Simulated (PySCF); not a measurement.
PySCF input for diboron tetrafluoride anion (B2F4), SMILES FB(F)B(F)F (connectivity only; charge and spin as stated), charge -1, multiplicity 2, PBE0/pcH-1. Coordinates come from a PBE-D3(BJ)/def2-SVPD optimisation. The multiplicity is an assumed one; other spin states were not compared. One conformer was computed; it need not be the lowest.

```python
import numpy as np
from pyscf import gto, scf, dft
from pyscf.prop.hfc import uks as hfc
from pyscf.prop.gtensor import uks as gtensor

mol = gto.M(
    atom='''
    F     0.00000000    1.15203632   -1.61789650
    B     0.00000000    0.00000000   -0.81846407
    F     0.00000000   -1.15203632   -1.61789650
    B     0.00000000    0.00000000    0.81846407
    F     0.00000000    1.15203632    1.61789650
    F     0.00000000   -1.15203632    1.61789650
    ''',
    basis='pcH-1',
    charge=-1,
    spin=1,
    max_memory=1600,
    verbose=3,
)
mf = dft.UKS(mol, xc='pbe0').density_fit(auxbasis='def2-universal-jkfit')
mf.grids.level = 3
mf.conv_tol = 1e-10
mf.max_cycle = 100
mf.kernel()
fine, coarse = mf.grids, dft.Grids(mol).set(level=1).build(with_non0tab=True)
for _ in range(3):  # follow internal instabilities
    mf.grids = coarse
    mo, _, stable, _ = mf.stability(return_status=True, nroots=4)
    mf.grids = fine
    if stable:
        break
    mf.kernel(mf.make_rdm1(mo, mf.mo_occ))
A = hfc.HFC(mf).make_fcdip(mf.make_rdm1())  # Fermi contact and dipolar terms, MHz
print('atom   A(iso)/MHz   principal dipolar parts/MHz')
for i, a in enumerate(A):
    w = np.linalg.eigvalsh((a + a.T) / 2)
    print(f'{mol.atom_symbol(i):2s}{i + 1:3d} {w.mean():12.2f}', (w - w.mean()).round(2))
gt = gtensor.GTensor(mf)
gt.dia_soc2e, gt.para_soc2e, gt.so_eff_charge = None, None, True
gt.max_cycle_cphf = 60
g = gt.kernel()
```

It prints:

```

WARN: HOMO -0.137026686266676 >= LUMO -0.137026686266665

converged SCF energy = -448.89008189276  <S^2> = 0.75183331  2S+1 = 2.0018325
<class 'pyscf.df.df_jk.DFUKS'> wavefunction is stable in the internal stability analysis
atom   A(iso)/MHz   principal dipolar parts/MHz
F   1        64.37 [-107.71  -97.91  205.62]
B   2       -10.46 [-23.43 -22.67  46.1 ]
F   3        64.37 [-107.71  -97.91  205.62]
B   4       -10.46 [-23.43 -22.67  46.1 ]
F   5        64.37 [-107.71  -97.91  205.62]
F   6        64.37 [-107.71  -97.91  205.62]
SOC(1e)/OZ [-0.00014946  0.00234713  0.0022337 ]
free electron g 2.00231930436182
g-tensor total [2.00202555 2.00460594 2.00446082]
g-shift (ppt) [-0.29375263  2.28663784  2.14151113]
```

Self-consistency was reached.

Cost: about 90 core-seconds (a rough figure).
